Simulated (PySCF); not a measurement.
Computed Raman spectrum (relative Raman activity) of a molecule CH5F2NSi2. The structure is a stationary point at TPSSh-D3(BJ)/def2-SVP. The values are those of a single conformer. Level of theory: PySCF 2.14.0 with TPSSh-D3(BJ)/def2-SVP. Frequencies are harmonic and unscaled.

Lines under 2 % of the strongest are left out, and lines within 2 cm⁻¹ are merged.

ν (cm⁻¹): 550 (vw), 731 (w), 757 (w), 860 (vw), 915 (vw), 950 (w), 971 (w), 1339 (vw), 1711 (w), 2287 (s), 2296 (m), 2308 (vs), 2312 (m), 2954 (s) (against the strongest line: vs over 80 %, s over 45 %, m over 15 %, w over 4 %, vw less)

Problem. Identify the compound among the candidates.
A) F[Si@@H]1C[Si@H](F)N1
B) F[SiH2]/C=N/[SiH2]F
C) F[SiH](F)/N=C/[SiH3]
D) FC1(F)[SiH2]N[SiH2]1

Solution. B, F[SiH2]/C=N/[SiH2]F
